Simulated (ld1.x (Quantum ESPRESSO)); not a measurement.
**Configuration tests for Ir (TM)**

ld1.x (Quantum ESPRESSO) 7.5 input, shortened:

```
&input
   title='Ir', zed=77., rel=2, dft='PBE', iswitch=3,
   config='[Xe] 4f14 5d7 5f-2 6s0 6p0', rel_dist='average'
 /
 &inputp
   pseudotype=2, tm=.true., lloc=2,
   nlcc=.false.
 /
4
6S  1  0   0.00   0.00  2.05  2.05  0.0
6P  2  1   0.00   0.00  3.10  3.10  0.0
5F  4  3  -2.00   0.10  2.80  2.80  0.0
5D  3  2   7.00   0.00  1.35  1.35  0.0
 &test
   configts(1)='5d7 6s0 6p0'
 /
```

Open shells are filled in proportion to 2j + 1 (rel_dist='average').

Energies are relative to the spin-unpolarised reference configuration 5d7 6s0 6p0; without spin polarisation the order of configurations can differ from experiment. Not all tests gave a result: 1 of 7 tests not solved or not reliable. Left out of the table: 5d7 6s0 6p2 (solver errors, printed error -483 meV). The d channel is local and has no spin–orbit splitting in the pseudo-atom.

```tsv
valence configuration	charge	ΔE all-electron (eV)	error AE − PS (meV)
5d6 6s0 6p0	+3	30.536	-3.0
5d6 6s2 6p0	+1	-15.161	+19
5d8 6s0 6p0	+1	-18.727	-24
5d7 6s1.5 6p0	+0.5	-23.322	+63
```

**Question.** What are ΔE and the potential's error for 5d7 6s2 6p0?

**Answer.** ΔE = -27.362 eV all-electron; the error (AE − PS) is +90 meV.

**Question.** What are ΔE and the potential's error for 5d7 6s1 6p0?

**Answer.** ΔE = -17.474 eV all-electron; the error (AE − PS) is +34 meV.

These tests converged, but a pseudo level misses the all-electron one widely, so the file describes the atom poorly there or has found another state: 5d6 6s0 6p0: empty 6p by 2.9 eV.

Note: ghost states, extra bound levels that the all-electron valence spectrum of the same l lacks: s at -63.4 eV, p3/2 at -24.9 eV, p1/2 at -14.0 eV. A true bound ghost makes a file unfit for plane-wave use. The potential misses its own reference levels by up to 0.8 eV.
